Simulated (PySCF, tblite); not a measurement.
Isomers of C2H12N2Si3, one GFN2-xTB conformer each. Single-point energies are computed at PBE0/pcSseg-1 (PySCF, gas phase, no added dispersion term), electronic only.

Question: Rank them by PBE0/pcSseg-1 energy, lowest first (kcal/mol).
A. `[CH2:1]=[N:2][Si@@H:3]([NH2:4])[CH2:5][SiH2:6][SiH3:7]` with C1–N2–Si3–N4 120°, N2–Si3–N4–H 154° and 17°, N2–Si3–C5–Si6 73°, Si3–C5–Si6–Si7 -70°
B. `[CH2:1]=[N:2][SiH2:3][NH:4][SiH2:5][CH2:6][SiH3:7]` with C1–N2–Si3–N4 132°, N2–Si3–N4–Si5 172°, Si3–N4–Si5–C6 -58°, N4–Si5–C6–Si7 -55°
C. `[CH2:1]=[N:2][SiH2:3][N:4]([SiH3:5])[SiH2:6][CH3:7]` with C1–N2–Si3–N4 111°, N2–Si3–N4–Si5 -78°, Si3–N4–Si6–C7 -76°

Answer: C (0.0), B (11.0), A (19.6).

As drawn, the highest has an N–H bond and an Si–Si bond, which the lowest lacks. GFN2-xTB itself gives, in the same order: 0.0, 18.2, 49.5. Both levels put the same isomer lowest; measured from each level's own lowest isomer, the values differ by up to 29.9 kcal/mol (C=N[Si@@H](N)C[SiH2][SiH3]: 49.5 against 19.6).

Question: Which frontier levels, dipoles and rotational constants go with these structures?

Answer: 
```tsv
SMILES	HOMO (eV, PBE0/pcSseg-1)	LUMO (eV)	dipole (D)	A, B, C (MHz)
C=N[SiH2]N([SiH3])[SiH2]C	-7.05	-0.97	1.57	1647, 1109, 879.3
C=N[SiH2]N[SiH2]C[SiH3]	-7.06	-0.86	1.42	2486, 656.0, 569.5
C=N[Si@@H](N)C[SiH2][SiH3]	-7.01	-0.89	0.69	2042, 891.2, 664.8
```

Question: What happens when harmonic zero-point energies from GFN2-xTB frequencies are added?

Answer: 
```csv
SMILES,ZPE (kcal/mol),electronic (kcal/mol),with ZPE (kcal/mol)
C=N[SiH2]N([SiH3])[SiH2]C,80.9,0.0,0.0
C=N[SiH2]N[SiH2]C[SiH3],80.6,11.0,10.6
C=N[Si@@H](N)C[SiH2][SiH3],81.6,19.6,20.3
```

The zero-point energies span 1.0 kcal/mol. The order is unchanged.
